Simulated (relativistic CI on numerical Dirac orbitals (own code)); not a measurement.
The 3d ions of charge 6+

These numbers are calculated, not measured: Dirac-Coulomb-Breit CI, orbitals from a KLI potential per configuration, model QED, valence Slater integrals scaled by 0.75 (own radial code, finite nucleus).

Each species is treated in one configuration, given outside its closed core, with all valence electrons in the open shell. Radial values are for the open shell of highest l, unscaled and averaged over j; ζ includes the Breit term. Labels give the leading LS character, summed over repeated terms.

```
 Ion  Configuration  Its lowest level  LS weight (%)    g_J  g√(J(J+1))  Next level  E (cm⁻¹)  F² (cm⁻¹)  F⁴ (cm⁻¹)
Mn6+             3d            2D_3/2            100  0.799        1.55      2D_5/2    1298.3                      
Fe6+            3d2              3F_2            100  0.667        1.63        3F_3    1024.2     118900      75370
Co6+            3d3            4F_3/2            100  0.400        0.77      4F_5/2    692.88     123800      78420
Ni6+            3d4                 ?              ?      ?           ?           ?         ?          ?          ?
Cu6+            3d5            6S_5/2            100  2.000        5.92     4G_11/2     38152     133600      84440
Zn6+            3d6              5D_4             99  1.498        6.70        5D_3    1561.8     138400      87420
```

**Question.** Fill in the row of Ni6+.

**Answer.** Its lowest level 5D_0; LS weight (%) 99; g√(J(J+1)) 0.00; Next level 5D_1; E (cm⁻¹) 281.87; F² (cm⁻¹) 128700; F⁴ (cm⁻¹) 81440.
